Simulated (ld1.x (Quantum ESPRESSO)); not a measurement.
**Reading a pseudo-wave (H)**

Columns: radius, all-electron u(r) and pseudo u(r) of the 1s shell (level -12.68 eV) of hydrogen in the configuration 1s0.5; PBE, scalar-relativistic, PAW scheme, ld1.x (Quantum ESPRESSO) 7.5.

```json
{"r (bohr)": "0.040", "all-electron": "0.0830", "pseudo": "0.0687"}
{"r (bohr)": "0.080", "all-electron": "0.1593", "pseudo": "0.1365"}
{"r (bohr)": "0.120", "all-electron": "0.2293", "pseudo": "0.2026"}
{"r (bohr)": "0.160", "all-electron": "0.2933", "pseudo": "0.2662"}
{"r (bohr)": "0.200", "all-electron": "0.3517", "pseudo": "0.3267"}
{"r (bohr)": "0.240", "all-electron": "0.4048", "pseudo": "0.3833"}
{"r (bohr)": "0.280", "all-electron": "0.4529", "pseudo": "0.4357"}
{"r (bohr)": "0.320", "all-electron": "0.4964", "pseudo": "0.4836"}
{"r (bohr)": "0.360", "all-electron": "0.5356", "pseudo": "0.5268"}
{"r (bohr)": "0.400", "all-electron": "0.5706", "pseudo": "0.5653"}
{"r (bohr)": "0.440", "all-electron": "0.6018", "pseudo": "0.5992"}
{"r (bohr)": "0.480", "all-electron": "0.6294", "pseudo": "0.6287"}
{"r (bohr)": "0.520", "all-electron": "0.6537", "pseudo": "0.6541"}
{"r (bohr)": "0.560", "all-electron": "0.6749", "pseudo": "0.6758"}
{"r (bohr)": "0.600", "all-electron": "0.6932", "pseudo": "0.6941"}
{"r (bohr)": "0.640", "all-electron": "0.7088", "pseudo": "0.7095"}
{"r (bohr)": "0.680", "all-electron": "0.7219", "pseudo": "0.7222"}
{"r (bohr)": "0.720", "all-electron": "0.7326", "pseudo": "0.7327"}
{"r (bohr)": "0.760", "all-electron": "0.7412", "pseudo": "0.7412"}
{"r (bohr)": "0.800", "all-electron": "0.7478", "pseudo": "0.7478"}
{"r (bohr)": "0.840", "all-electron": "0.7525", "pseudo": "0.7525"}
{"r (bohr)": "0.880", "all-electron": "0.7556", "pseudo": "0.7556"}
{"r (bohr)": "0.920", "all-electron": "0.7570", "pseudo": "0.7570"}
{"r (bohr)": "0.960", "all-electron": "0.7570", "pseudo": "0.7570"}
{"r (bohr)": "1.000", "all-electron": "0.7557", "pseudo": "0.7557"}
{"r (bohr)": "1.040", "all-electron": "0.7532", "pseudo": "0.7532"}
```

(1) How many radial nodes do the two functions have?

(2) At about which radius was the pseudo-wave matched?

(3) Is the pseudo-wave norm-conserving?

## Answers

(1) The all-electron 1s function has n − l − 1 = 0; the pseudo-wave has 0.

(2) 0.80 bohr. The columns agree to 0.0005 from 0.68 bohr on; several derivatives are matched, so the curves merge somewhat inside the radius.

(3) No, it belongs to a PAW set: the norm inside the radius is not constrained, and the difference is carried by the augmentation charge.
